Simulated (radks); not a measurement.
The numbers below are computed, except where a source is named.
Task: Sn XVII, configuration [Ar] 3d10 4s2 4p4 (the NIST ground configuration). Level of theory: scalar-relativistic Kohn-Sham, SCAN, spin-polarised, spherical densities, finite nucleus; open shells are filled with parallel spins first (spin-orbit coupling, left out, can overturn this in heavy ions); meta-GGA in the generalised Kohn-Sham scheme; Fermi nuclear charge, rms radius 4.6519 fm (a radial shooting solver on a logarithmic mesh with Libxc functionals). Some entries of the table are withheld. Estimate them.

orbital  occ.  eigenvalue (eV)  <1/r> (bohr^-1)
1s up       1        -29473.88            53.08
1s down     1        -29472.98            53.08
2s up       1        -4809.506            12.14
2s down     1        -4809.080            12.14
2p up       3        -4356.260            11.65
2p down     3        -4355.437            11.65
3s up       1        -1244.847            4.349
3s down     1        -1244.128            4.347
3p up       3        -1095.250            4.139
3p down     3        -1094.269            4.138
3d up       5        -867.6706            3.910
3d down     5        -866.5199            3.911
4s up       1              (1)            1.887
4s down     1              (2)            1.885
4p up       3        -430.8261            1.783
4p down     1        -424.6481            1.780

Result: 
(1) 4s up eigenvalue (eV): -482.3568
(2) 4s down eigenvalue (eV): -476.0291
